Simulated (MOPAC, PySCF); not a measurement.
H$_{3}$In, SMILES `[InH3]`, neutral singlet in the gas phase. 

Z-matrix (Å, degrees):
```
In
H 1 1.7186
H 1 1.7186 2 120.00
H 1 1.7186 2 120.00 3 180.00
```
Charge 0, multiplicity 1.

All levels are single points at this geometry (CAM-B3LYP-D3(BJ)/def2-TZVP); Pople sets use spherical d functions. Orbital energies aren't observables, and empty levels follow the basis.

SVWN5/6-31G* (LANL2DZ on In) in PySCF gives dipole (D) = 0.00.

**Question.** Estimate the dipole (D) from each of these levels: CAM-B3LYP-D3(BJ)/def2-TZVP in PySCF; PBE-D3(BJ)/def2-TZVP in PySCF; B3LYP/6-311+G** (LANL2DZ on In) in PySCF; B3LYP/6-31G* (LANL2DZ on In) in PySCF; B3LYP/LANL2DZ in PySCF; BP86/6-31G* (LANL2DZ on In) in PySCF; PBE/6-31G* (LANL2DZ on In) in PySCF; HF/6-31G* (LANL2DZ on In) in PySCF; AM1 in MOPAC; PM3 in MOPAC; PM6 in MOPAC; PM7 in MOPAC.

**Answer.** 
```tsv
level	dipole (D)
CAM-B3LYP-D3(BJ)/def2-TZVP in PySCF	0.00
PBE-D3(BJ)/def2-TZVP in PySCF	0.00
B3LYP/6-311+G** (LANL2DZ on In) in PySCF	0.00
B3LYP/6-31G* (LANL2DZ on In) in PySCF	0.00
B3LYP/LANL2DZ in PySCF	0.00
BP86/6-31G* (LANL2DZ on In) in PySCF	0.00
PBE/6-31G* (LANL2DZ on In) in PySCF	0.00
HF/6-31G* (LANL2DZ on In) in PySCF	0.00
AM1 in MOPAC	0.00
PM3 in MOPAC	0.00
PM6 in MOPAC	0.00
PM7 in MOPAC	0.00
```
